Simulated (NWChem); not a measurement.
Molecule: hydrogen telluride (H2Te); SMILES [TeH2]

Results from NWChem. def2 effective core potentials on Te; no spin-orbit coupling. Level PBE/def2-SVP: optimisations from one semi-empirical or force-field start; each run changes one setting, and all end within 0.3 mHa of each other.

```
setting                                             optimisation steps
--------------------------------------------------  ------------------
redundant internal coordinates, default thresholds                   4
Cartesian coordinates                                                4
loose thresholds                                                     2
tight thresholds                                                     5
no line search                                                       4
```
